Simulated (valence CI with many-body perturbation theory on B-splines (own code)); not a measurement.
Energy levels of Pr28+

Computed by relativistic CI+MBPT: three valence electrons over a frozen Dirac-Fock core [Ar] 3d10, radial functions for each j: 11 s, 11 p, 9 d, 7 f, 5 g, 2 h, 1 i, with the one-electron correlation potential Σ1 (screened to all orders), the two-electron term Σ2, the three-electron term Σ3, Breit, model QED; selected single and double excitations, second order for the rest (own B-spline code, finite nucleus).

The last digits are not significant, and no measured levels were compared; by estimate large intervals hold to a few tenths of a per cent, small ones and those within an open d or f shell to about a per cent.

Levels 1 to 45 of 72, with energies above the lowest level, (4s^2 4p1/2) J=1/2. "Leading %" is the weight of the configuration and term that name the level; weights of strongly mixed levels are sums over their largest components and can fall short. In the jj column 3d3/2^4 stands for four electrons in 3d with j = 3/2. Lifetimes count E1, E2, E3, M1 and M2 decay at the calculated energies, and are blank where another channel may lead or the interval is too uncertain; long ones can be off by a factor of two.

| No. | Configuration | Term | J | E (eV) | Leading % | Lifetime | Leading jj | Second component |
| --- | --- | --- | --- | --- | --- | --- | --- | --- |
| 1 | 4s2 4p | 2P° | 1/2 | 0.00 | 99 |  | 4s^2 4p1/2 (99 %) |  |
| 2 | 4s2 4p | 2P° | 3/2 | 28.62 | 99 | 8.94 μs | 4s^2 4p3/2 (99 %) |  |
| 3 | 4s 4p2 | 4P | 1/2 | 60.62 | 72 | 122 ps | 4s 4p1/2^2 (91 %) | 21 % 4s 4p2 2S |
| 4 | 4s 4p2 | 4P | 3/2 | 81.58 | 94 | 1.03 ns | 4s 4p1/2 4p3/2 (98 %) | 4 % 4s 4p2 2D |
| 5 | 4s 4p2 | 4P | 5/2 | 86.96 | 53 | 196 ps | 4s 4p1/2 4p3/2 (94 %) | 46 % 4s 4p2 2D |
| 6 | 4s 4p2 | 2D | 3/2 | 95.28 | 74 | 14.0 ps | 4s 4p1/2 4p3/2 (91 %) | 20 % 4s 4p2 2P |
| 7 | 4s 4p2 | 2P | 1/2 | 98.71 | 71 | 5.57 ps | 4s 4p1/2 4p3/2 (88 %) | 18 % 4s 4p2 4P |
| 8 | 4s 4p2 | 2D | 5/2 | 113.46 | 48 | 88.7 ps | 4s 4p3/2^2 (92 %) | 46 % 4s 4p2 4P |
| 9 | 4s 4p2 | 2S | 1/2 | 127.37 | 69 | 8.13 ps | 4s 4p3/2^2 (95 %) | 21 % 4s 4p2 2P |
| 10 | 4s 4p2 | 2P | 3/2 | 127.62 | 71 | 4.23 ps | 4s 4p3/2^2 (78 %) | 13 % 4s2 4d 2D |
| 11 | 4s2 4d | 2D | 3/2 | 138.76 | 82 | 2.69 ps | 4s^2 4d3/2 (82 %) | 10 % 4s 4p2 2D |
| 12 | 4s2 4d | 2D | 5/2 | 143.59 | 92 | 4.12 ps | 4s^2 4d5/2 (92 %) | 6 % 4s 4p2 2D |
| 13 | 4p3 | 2P° | 3/2 | 158.26 | 41 | 10.0 ps | 4p1/2^2 4p3/2 (93 %) | 28 % 4p3 2D° |
| 14 | 4p3 | 4S° | 3/2 | 181.07 | 48 | 7.57 ps | 4p1/2 4p3/2^2 (78 %) | 30 % 4p3 2D° |
| 15 | 4p3 | 2D° | 5/2 | 181.68 | 71 | 22.1 ps | 4p1/2 4p3/2^2 (71 %) | 19 % 4s 4p 4d 2D° |
| 16 | 4s 4p 4d | 4F° | 3/2 | 184.93 | 78 | 24.3 ps | 4s 4p1/2 4d3/2 (82 %) | 6 % 4p3 4S° |
| 17 | 4s 4p 4d | 4F° | 5/2 | 189.37 | 71 | 19.5 ps | 4s 4p1/2 4d3/2 (57 %) | 10 % 4p3 2D° |
| 18 | 4p3 | 2P° | 1/2 | 191.28 | 93 | 6.81 ps | 4p1/2 4p3/2^2 (93 %) | 5 % 4s 4p 4d 2P° |
| 19 | 4s 4p 4d | 4P° | 5/2 | 196.96 | 51 | 5.11 ps | 4s 4p1/2 4d5/2 (91 %) | 24 % 4s 4p 4d 4D° |
| 20 | 4s 4p 4d | 4D° | 3/2 | 196.98 | 49 | 3.05 ps | 4s 4p1/2 4d3/2 (66 %) | 30 % 4s 4p 4d 4P° |
| 21 | 4s 4p 4d | 4D° | 1/2 | 197.17 | 72 | 2.49 ps | 4s 4p1/2 4d3/2 (92 %) | 19 % 4s 4p 4d 2P° |
| 22 | 4s 4p 4d | 4F° | 7/2 | 197.18 | 67 | 14.5 ps | 4s 4p1/2 4d5/2 (85 %) | 18 % 4s 4p 4d 4D° |
| 23 | 4s 4p 4d | 2F° | 5/2 | 205.94 | 73 | 6.45 ps | 4s 4p1/2 4d5/2 (70 %) | 8 % 4s 4p 4d 2D° |
| 24 | 4s 4p 4d | 2D° | 3/2 | 209.12 | 50 | 3.05 ps | 4s 4p1/2 4d5/2 (50 %) | 31 % 4s 4p 4d 2P° |
| 25 | 4p3 | 2P° | 3/2 | 213.01 | 40 | 6.89 ps | 4p3/2^3 (74 %) | 18 % 4p3 2D° |
| 26 | 4s 4p 4d | 4F° | 9/2 | 217.37 | 100 | 12.4 μs | 4s 4p3/2 4d5/2 (100 %) |  |
| 27 | 4s 4p 4d | 4D° | 5/2 | 219.03 | 58 | 3.00 ps | 4s 4p3/2 4d3/2 (90 %) | 13 % 4s 4p 4d 4F° |
| 28 | 4s 4p 4d | 4P° | 1/2 | 219.05 | 88 | 3.69 ps | 4s 4p3/2 4d3/2 (97 %) | 11 % 4s 4p 4d 4D° |
| 29 | 4s 4p 4d | 4P° | 3/2 | 219.75 | 53 | 3.36 ps | 4s 4p3/2 4d3/2 (85 %) | 39 % 4s 4p 4d 4D° |
| 30 | 4s 4p 4d | 4D° | 7/2 | 219.91 | 61 | 3.44 ps | 4s 4p3/2 4d3/2 (55 %) | 28 % 4s 4p 4d 4F° |
| 31 | 4s 4p 4d | 2D° | 5/2 | 225.80 | 48 | 5.68 ps | 4s 4p3/2 4d5/2 (96 %) | 35 % 4s 4p 4d 4P° |
| 32 | 4s 4p 4d | 2D° | 3/2 | 227.16 | 63 | 2.83 ps | 4s 4p3/2 4d3/2 (45 %) | 13 % 4s 4p 4d 4P° |
| 33 | 4s 4p 4d | 2F° | 7/2 | 232.16 | 96 | 6.08 ps | 4s 4p3/2 4d5/2 (74 %) |  |
| 34 | 4s 4p 4d | 2F° | 5/2 | 232.24 | 71 | 2.76 ps | 4s 4p3/2 4d3/2 (77 %) | 14 % 4s2 4f 2F° |
| 35 | 4s 4p 4d | 2F° | 7/2 | 233.87 | 65 | 3.82 ps | 4s 4p3/2 4d5/2 (72 %) | 19 % 4s 4p 4d 4D° |
| 36 | 4s 4p 4d | 2P° | 1/2 | 235.74 | 81 | 2.33 ps | 4s 4p3/2 4d3/2 (75 %) | 15 % 4s 4p 4d 4D° |
| 37 | 4s 4p 4d | 2P° | 1/2 | 239.88 | 92 | 3.26 ps | 4s 4p3/2 4d5/2 (76 %) | 5 % 4p3 2P° |
| 38 | 4s 4p 4d | 2P° | 3/2 | 242.49 | 86 | 2.89 ps | 4s 4p3/2 4d5/2 (91 %) | 5 % 4s 4p 4d 4D° |
| 39 | 4s 4p 4d | 2D° | 3/2 | 242.87 | 45 | 1.95 ps | 4s 4p3/2 4d3/2 (43 %) | 32 % 4s 4p 4d 2P° |
| 40 | 4s 4p 4d | 2D° | 5/2 | 243.51 | 76 | 2.09 ps | 4s 4p3/2 4d5/2 (81 %) | 12 % 4s 4p 4d 2F° |
| 41 | 4p2 4d | 4F | 3/2 | 258.23 | 45 | 13.7 ps | 4p1/2^2 4d3/2 (95 %) | 23 % 4p2 4d 2D |
| 42 | 4s2 4f | 2F° | 5/2 | 259.72 | 81 | 2.50 ps | 4s^2 4f5/2 (81 %) | 16 % 4s 4p 4d 2F° |
| 43 | 4s2 4f | 2F° | 7/2 | 260.16 | 85 | 2.95 ps | 4s^2 4f7/2 (85 %) | 13 % 4s 4p 4d 2F° |
| 44 | 4p2 4d | 4F | 5/2 | 266.72 | 28 | 9.21 ps | 4p1/2^2 4d5/2 (87 %) | 26 % 4p2 4d 4D |
| 45 | 4p2 4d | 2F | 5/2 | 279.80 | 55 | 15.8 ps | 4p1/2 4p3/2 4d3/2 (90 %) | 37 % 4p2 4d 4F |

Where two levels of one J and parity lie close, their mixing, g and order are uncertain.

The ionisation energy to 4s2 1S_0 of the next ion comes out as 1029.2 eV (NIST: 1028 ± 4 eV (theoretical)). All 72 levels together are meant to be complete up to 322.53 eV.
